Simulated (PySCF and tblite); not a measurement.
2 diastereomers of C6H8N2, numbered alike:

```tsv
isomer	SMILES	descriptors (one enantiomer)
A	[CH3:1][C@H:2]([C:3]#[N:4])[C@H:5]([CH3:6])[C:7]#[N:8]	2S, 5S
B	[CH3:1][C@@H:2]([C:3]#[N:4])[C@H:5]([CH3:6])[C:7]#[N:8]	2R, 5S
```

Computed spectrum of one of them (conformer average at 298.15 K; GFN2-xTB geometries, energies LC-wPBE/6-311G** (IEF-PCM, acetonitrile) (D3(BJ) added where defined), GIAO shieldings wB97X-D/pcSseg-1 (IEF-PCM, acetonitrile); references on GFN2-xTB geometries), in ppm: ¹H (against TMS): 3.01 (2H), 1.67 (6H). ¹³C (against TMS): 132.2 (2C), 31.5 (2C), 19.9 (2C). Of the H, only those on carbon are given.

**Question.** Which isomer is it?

**Answer.** A. After a common offset of computed carbon shifts, the largest errors are A 3.5 ppm (at 132.2), B 4.9 ppm (at 132.2). Assigned: ¹H (against TMS): 3.01 (H2/H5, 2H), 1.67 (H1/H6, 6H). ¹³C (against TMS): 132.2 (C3/C7), 31.5 (C2/C5), 19.9 (C1/C6). For comparison, at another level (GFN2-xTB geometries, energies PBE0/pcSseg-1 (D3(BJ) added where defined), GIAO shieldings PBE0/pcSseg-1) the isomers give: A: ¹H (against TMS): 2.68 (H2/H5, 2H), 1.53 (H1/H6, 6H). ¹³C (against TMS): 124.7 (C3/C7), 29.9 (C2/C5), 17.0 (C1/C6). ¹⁵N (against NH3): 305.1 (N4/N8). B: ¹H (against TMS): 2.36 (H2/H5, 2H), 1.61 (H1/H6, 6H). ¹³C (against TMS): 125.0 (C3/C7), 31.4 (C2/C5), 20.2 (C1/C6). ¹⁵N (against NH3): 305.1 (N4/N8).

Unscaled ¹⁵N shifts at such levels can be off by tens of ppm; differences between conformers or isomers are more reliable. Shifts are unscaled: against experiment ¹³C can be off by 15 ppm or more and ¹H by 0.8 ppm.


¹⁵N shifts are against a computed isolated NH3 molecule, about 20 ppm from the liquid.